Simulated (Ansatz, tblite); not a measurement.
Spin states of Cu2Sn2⁺, each relaxed with PBE-D4/def2-SVP in Ansatz. Electronic energies in the gas phase.

In the def2 sets Sn takes a core potential; there is no spin–orbit coupling. The xTB rows come from tblite. LC-ωPBE has ω = 0.4 bohr⁻¹. The structure comes from a short search, and lower isomers may exist.

Doublet geometry (C2v within 0.1 Å):

Cartesian coordinates in Å:
```
Cu -0.0937 -0.5218 -1.4529
Cu -0.6690 1.3917 0.0870
Sn -0.8769 -1.0589 0.9882
Sn 1.6396 0.1890 0.3777
```

Quartet geometry (C2v within 0.1 Å):

Cartesian coordinates in Å:
```
Cu -0.343 1.145 0.814
Cu -0.665 -1.118 0.632
Sn -0.852 0.256 -1.674
Sn 1.860 -0.283 0.227
```

⟨S²⟩: doublet 0.76 at PBE0-D4/def2-TZVP (pure 0.75), quartet 3.77 at PBE0-D4/def2-TZVP (pure 3.75).

Run but left out: HF/STO-3G, HF/def2-SVP, HF/def2-TZVP, MP2/def2-SVP, MP2/def2-TZVP, CCSD/def2-SVP, CCSD(T)/def2-SVP (doublet: ⟨S²⟩ 1.63 to 5.35, where a pure state has 0.75).

Only these spin states were relaxed. The quartet has other bonds than the doublet, so the gap mixes isomer and spin.

Q: Estimate which spin state lies lowest at each of these levels, and by how much: GFN1-xTB; GFN2-xTB; PBE-D4/def2-TZVP; revPBE-D4/def2-TZVP; r2SCAN-D4/def2-TZVP; PBE0-D4/def2-TZVP; LC-ωPBE/def2-TZVP.

A: 
```csv
level,quartet − doublet (kJ/mol),lowest of these
GFN1-xTB,193.7,doublet
GFN2-xTB,208.4,doublet
PBE-D4/def2-TZVP,134.1,doublet
revPBE-D4/def2-TZVP,126.4,doublet
r2SCAN-D4/def2-TZVP,131.8,doublet
PBE0-D4/def2-TZVP,132.6,doublet
LC-ωPBE/def2-TZVP,118.3,doublet
```

Change of the quartet − doublet gap on mixing in exact exchange, in kJ/mol: PBE to PBE0 (25 % exact exchange) -1.4. The xTB methods have no term that favours high spin, so they put low spin too low.
